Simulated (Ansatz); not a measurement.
Consider the cleavage of the Ge–Sn bond: `[NH2][GeH2][SnH3]` + `C=N` → `C=[N][GeH2][NH2]` + `[SnH4]`.

Isolated molecules relaxed with PBE0-D4/def2-TZVP in Ansatz; ΔE leaves out vibrations. CCSD(T)/CBS is the MP2 limit (def2-TZVPP, def2-QZVPP) plus CCSD(T) − MP2 in def2-TZVPP, frozen cores. This one scheme is used for every species. DFT in def2-TZVPP. B3LYP here is the variant with VWN-RPA as its local correlation; programs differ in this. Elements past krypton have def2 core potentials. For Ge, Sn outer-core shells are correlated without core-valence functions, which leaves a few kJ/mol of doubt a bond. Scalar relativity is left out up to krypton. One conformer a species, not always the lowest.

`[NH2][GeH2][SnH3]`:

Z-matrix (Å, degrees):
```
Ge
Sn 1 2.598
N 1 1.850 2 106.7
H 1 1.551 2 110.6 3 -124.4
H 1 1.540 2 112.0 3 115.6
H 2 1.708 1 111.1 3 168.8
H 2 1.710 1 109.7 3 49.4
H 2 1.706 1 111.1 3 -70.3
H 3 1.012 1 113.4 2 174.6
H 3 1.011 1 113.5 2 -61.7
```

`C=N`:

```xyz
5

C     0.098    0.127    0.356
N     0.034   -0.759   -0.539
H    -0.273    1.153    0.250
H     0.555   -0.125    1.315
H    -0.413   -0.395   -1.382
```

`C=[N][GeH2][NH2]`:

Z-matrix (Å, degrees):
```
Ge
N 1 1.872
N 1 1.829 2 112.0
H 1 1.546 2 108.7 3 -119.4
H 1 1.534 2 106.9 3 117.6
C 2 1.258 1 118.8 3 121.3
H 3 1.011 1 114.0 2 63.3
H 3 1.011 1 114.4 2 -62.4
H 6 1.097 2 120.0 1 -179.5
H 6 1.104 2 124.9 1 0.6
```

`[SnH4]`:

Cartesian coordinates in Å:
```
Sn 0.000 0.000 0.000
H -0.553 0.499 -1.532
H 1.704 -0.013 0.013
H -0.582 -1.567 0.331
H -0.569 1.080 1.188
```

```tsv
level	ΔE (kJ/mol)
ωB97M-V	29.1
B2PLYP	27.5
B3LYP	31.8
HF/def2-TZVPP	19.9
SCS-MP2/def2-TZVPP	22.0
CCSD(T)/def2-TZVPP	25.3
HF/def2-QZVPP	20.1
CCSD/CBS(def2)	35.7
```

Task: What does CCSD(T)/CBS give? (Estimate.)

Result: Computed: +34.7 kJ/mol. The listed levels differ from it by -5.6, -7.2, -2.9, -14.8, -12.7, -9.4, -14.6, 1.0 kJ/mol.

Largest T1 diagnostic among the species: 0.013.

In def2-TZVPP, CCSD(T) changes the Hartree–Fock value by +5.4 kJ/mol (the triples alone add −1.0 kJ/mol) and MP2 by +4.7 kJ/mol.

CCSD(T)/CBS has its own doubt, a few kJ/mol and more with outer-core shells, so smaller differences from it don't rank the levels.
